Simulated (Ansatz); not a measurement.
`BCl` + `[OH][GeH2][F]` → `B[O][GeH2][F]` + HCl  (ligand exchange at a B–Cl bond)

Isolated molecules relaxed with PBE0-D4/def2-TZVP in Ansatz; ΔE leaves out vibrations. CCSD(T)/CBS adds triple-zeta CCSD(T) − MP2 to the extrapolated MP2 energy (def2 sets, frozen cores). This one scheme is used for every species. DFT in def2-TZVPP. B3LYP here is the variant with VWN-RPA as its local correlation; programs differ in this. HSE06 is defined as in plane-wave codes. For Ge outer-core shells are correlated without core-valence functions, which leaves a few kJ/mol of doubt a bond. Scalar relativity is left out up to krypton. Each species was taken in one conformer, which may not be the lowest.

Task: Is it downhill or uphill in electronic energy at CCSD(T)/CBS, and by how much? (Best estimate.)

Result: The calculation gave: Downhill: ΔE = -42.7 kJ/mol.

Task: What do these levels give: B97M-V, B3LYP-D4, HSE06-D4, ωB97M-V, PBE0, SCS-MP2/def2-QZVPP? (Best estimate.)

Result: Computed: B97M-V -42.7, B3LYP-D4 -45.0, HSE06-D4 -38.6, ωB97M-V -42.9, PBE0 -37.1, SCS-MP2/def2-QZVPP -43.0 kJ/mol.

Largest T1 diagnostic among the species: 0.013.

At CCSD(T), def2-SVP lies −7.7 kJ/mol from the extrapolated value and def2-TZVPP −2.4 kJ/mol. Leaving LDA and LC-ωPBE aside and taking each functional with its dispersion term where it has one, the values, not all of them listed here, spread over 11.5 kJ/mol, from CAM-B3LYP-D4 to revPBE-D4. LDA lies −8.0 kJ/mol from PBE without D4. From BLYP to BHLYP (50 % exact exchange), in def2-TZVPP and without D4, ΔE moves by −3.5 kJ/mol.
